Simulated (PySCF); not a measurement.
# Working out the ionisation energy of Mn⁺

Mn⁺ [Ar] 3d5 4s1 (7S) → Mn²⁺ [Ar] 3d5 (6S). All numbers are calculated (PySCF 2.14, no relativity, point nucleus, in aug-cc-pVDZ). Frozen: [Ar]. Energies in hartree (1 hartree = 27.21139 eV):

```
             part   Mn⁺ (lower)  Mn²⁺ (upper)
              UHF  -1149.647939  -1149.107067
MP2 opposite-spin      0.000000      0.000000
    MP2 same-spin     -0.068580     -0.054136
```

**Question.** What does Hartree-Fock give?

**Answer.** (-1149.107067) − (-1149.647939) = 0.540872 hartree = 14.718 eV.

**Question.** What do MP2 and SCS-MP2 (6/5 opposite-spin, 1/3 same-spin) give?

**Answer.** The opposite-spin parts differ by 0.000 eV and the same-spin parts by 0.393 eV. MP2: 14.718 + (0.000) + (0.393) = 15.111 eV. SCS-MP2: 14.718 + 1.2 × (0.000) + (0.393)/3 = 14.849 eV.

Measured between the centres of the two terms (NIST): 15.640 eV, so MP2 (valence) is off by -0.529 eV.

The calculation is non-relativistic.

A double-zeta basis recovers only part of the correlation energy.

What remains against the reference includes basis incompleteness, the frozen core and correlation beyond second order.
